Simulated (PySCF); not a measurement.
**Spinor energies of Nd⁴⁰⁺ (neodymium, charge +40)**

Start: [Ar] 3d2; 3d3/2 filled at m_j = +1/2, +3/2. Calculated with PySCF 2.14 in an uncontracted even-tempered set (16 s from 8.5 bohr⁻², ratio 2.8; 12 p from 11 bohr⁻², ratio 2.8; 8 d from 11 bohr⁻², ratio 2.8; 3 f from 35 bohr⁻², ratio 3): generalised Hartree-Fock with the X2C-1e Hamiltonian and a Gaussian nucleus; one run each with spin-orbit coupling (SO) switched off, then screened by Boettger's factors.

```csv
spinor shell,electrons,"ε, spin-free (eV)","ε, screened SO (eV)",weight of nominal j (screened SO),"rms radius, screened SO (bohr)"
1s1/2,2,-46023.0,-46014.9,1.000,0.0269
2s1/2,2,-9366.3,-9363.1,1.000,0.108
2p1/2,2,-8609.0,-8983.3,1.000,0.0928
2p3/2,4,-8609.0,-8442.8,1.000,0.0985
3s1/2,2,-3461.9,-3460.9,1.000,0.268
3p1/2,2,-3214.9,-3311.0,0.999,0.257
3p3/2,4,-3214.9,-3171.6,0.999,0.268
3d3/2,2,-2963.3,-2976.7,0.994,0.231
```

| quantity | spin-free | screened SO |
| --- | --- | --- |
| E (hartree) | -8324.29960 | -8330.13950 |
| M_J | 2 | 2 |
| ⟨J²⟩ | 8.001 | 6.038 |
| ⟨L²⟩ | 12.000 | 10.341 |
| ⟨S²⟩ | 2.000 | 1.551 |

Each row is a mean over spinors that exchange with the open shell spreads, by up to 25.406 eV (3p1/2).

Breit and QED terms are absent; they matter most for the inner s and p1/2 levels.

Densities and radii are taken from the X2C orbitals without a picture-change correction, which distorts them close to the nucleus.

Without spin-orbit coupling the j labels of p, d and f shells carry no meaning; the spin-free column gives the mean over the occupied spinors of each nl shell, and its ⟨J²⟩ belongs to a mixture of degenerate components.
